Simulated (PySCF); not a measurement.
CH₄FGaO, SMILES [CH3][Ga]([OH])[F]. Atoms are numbered in the order given.

```xyz
8

Ga     0.0113    -0.0009     0.0000
F     -1.5635     0.7894     0.0000
C      0.1968    -1.9280     0.0000
H     -0.2919    -2.3495     0.8904
H      1.2583    -2.2096     0.0000
H     -0.2919    -2.3495    -0.8904
O      1.3507     1.1645     0.0000
H      1.0616     2.0835     0.0000
```

The structure is a stationary point at PBE0-D3(BJ)/def2-SVP. The structure was generated by enumeration; whether it is a known compound was not checked. One conformer was computed; it need not be the lowest.

Two levels are set side by side: PBE/pcSseg-1 (PySCF) and KT2/pcSseg-1 (PySCF). GIAO shifts against CFCl3 (¹⁹F), H2O (¹⁷O), TMS (¹H), TMS (¹³C) at the same level; non-relativistic, no solvent, atoms listed together averaged. Differences are taken from unrounded values.

```csv
quantity,KT2
δ(¹⁹F) of F2 (ppm),-149.7
δ(¹³C) of C3 (ppm),-8.2
"δ(¹H) of H4, H5, H6 (ppm)",0.65
δ(¹⁷O) of O7 (ppm),86.8
δ(¹H) of H8 (ppm),2.70
```

### Question
What does PBE give, and how far is it from KT2? (The exact figures need the calculation; the answer reports its results.)

### Answer

| quantity | PBE | PBE minus KT2 |
|---|---|---|
| δ(¹⁹F) of F2 (ppm) | -144.0 | 5.6 |
| δ(¹³C) of C3 (ppm) | -8.6 | -0.4 |
| δ(¹H) of H4, H5, H6 (ppm) | 0.64 | -0.01 |
| δ(¹⁷O) of O7 (ppm) | 89.5 | 2.7 |
| δ(¹H) of H8 (ppm) | 2.71 | 0.01 |

Rough cost on one machine, each run with all the roots and properties that it gave: KT2 against PBE within a factor of 2.
